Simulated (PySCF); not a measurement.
Computed shifts of a molecule CH5ClF2Si2, PBE/pcSseg-1 (PySCF), GIAO, gas phase, atoms alike by connectivity averaged where their shifts nearly agree, in ppm (number of nuclei): ¹⁹F: -174.1 (1), -321.0 (1). ¹³C: 88.5 (1). ²⁹Si: 43.8 (1), -113.1 (1). ¹H: 5.23 (1), 4.74 (1), 3.88 (3). References: ¹⁹F against CFCl3 (σ = 133.6 ppm); ¹³C against TMS (σ = 182.0 ppm); ²⁹Si against TMS (σ = 335.4 ppm); ³⁵Cl against HCl (σ = 936.5 ppm); ¹H against TMS (σ = 31.49 ppm), references at their B3LYP-D3(BJ)/def2-TZVP geometries, non-relativistic (without spin–orbit terms, shifts of atoms bonded to Cl or Br come out too high). Geometry: B3LYP-D3(BJ)/def2-SVP. Other conformers were not sampled.

### Question
Identify the compound among the candidates.
A. FC[Si@](F)([SiH3])Cl
B. FC[Si@H](F)[SiH2]Cl
C. C[Si@@](F)(Cl)[SiH2]F
D. F[SiH2][C@H](F)[SiH2]Cl

### Answer
A, FC[Si@](F)([SiH3])Cl
